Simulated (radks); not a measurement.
Neutral hydrogen inside a hard spherical wall (all orbitals vanish at R), configuration held at 1s1 and not refilled when levels cross. Method: non-relativistic Kohn-Sham, LDA (Slater exchange, VWN5 correlation), spin-polarised, spherical densities, point nucleus; open shells are filled with parallel spins first; computed with a radial shooting solver on a logarithmic mesh with Libxc functionals. Eigenvalues in eV for spin up, with the zero of energy where the potential of the charges vanishes at infinity; a dash marks a level that is unbound or too diffuse for the functional's potential to be trusted. A positive occupied level is held by the wall or, in an anion where self-interaction has pushed it up, behind a barrier. The pressure on the wall is -dE/dV.

R (bohr)	E (hartree)	kinetic (hartree)	e(1s)	e(2s, empty)	e(2p, empty)	pressure (GPa)
free	-0.47867	0.467	-7.319	-	-	0
20	-0.47867	0.467	-7.319	0.175	0.437	< 0.0001
12	-0.47867	0.467	-7.319	0.689	0.918	< 0.0001
10	-0.47867	0.467	-7.318	1.178	1.266	0.000145
7	-0.47835	0.469	-7.281	3.484	2.657	0.0220
6	-0.47734	0.476	-7.192	5.559	3.807	0.121
5	-0.47332	0.498	-6.910	9.531	5.933	0.695
4	-0.45733	0.563	-6.039	17.886	10.305	4.33
3.5	-0.43586	0.632	-5.046	25.608	14.307	11.5
2.5	-0.29675	0.971	0.338	59.899	31.978	103
